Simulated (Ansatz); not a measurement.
Reactions of C₇H₁₃BO₂ (`CC1=CC(C)=[O+][B-](C)(C)O1`).

Calculated with Ansatz (gas phase, PBE0-D4/def2-TZVP geometries, no zero-point term in ΔE). CCSD(T)/CBS adds triple-zeta CCSD(T) − MP2 to the extrapolated MP2 energy (def2 sets, frozen cores). This one scheme is used for every species. For Se outer-core shells are correlated without core-valence functions, which leaves a few kJ/mol of doubt a bond. Scalar relativity is left out up to krypton. One conformer a species, not always the lowest.

```tsv
reaction	MP2/CBS(def2) (kcal/mol)	CCSD(T)/def2-SVP (kcal/mol)
`CC1=CC(C)=[O+][B-](C)(C)O1` + `CB(Cl)[SeH]` → `CB(C)[SeH]` + `CC1=CC(C)=[O+][B-](C)(Cl)O1`	-5.8	-4.2
`CC1=CC(C)=[O+][B-](C)(C)O1` + `C[S][Al]([CH3])[F]` → `CSB(C)C` + `CC1=CC(C)=[O+][Al-]([CH3])([F])[O]1`	-24.4	-25.3
`CC1=CC(C)=[O+][B-](C)(C)O1` + HCl → `CC1=CC(C)=[O+][B-](C)(Cl)O1` + CH₄	-27.6	-26.9
`CC1=CC(C)=[O+][B-](C)(C)O1` + `ClC1CCO1` → `CC1=CC(C)=[O+][B-](C)(Cl)O1` + `CC1CCO1`	-29.2	-31.0
```

Question: Give the CCSD(T)/CBS values in the same order. (Estimate.)

Answer: Computed: -5.9, -25.0, -26.5, -28.5 kcal/mol.

Largest T1 diagnostic: 0.016, for `CC1=CC(C)=[O+][B-](C)(Cl)O1`.
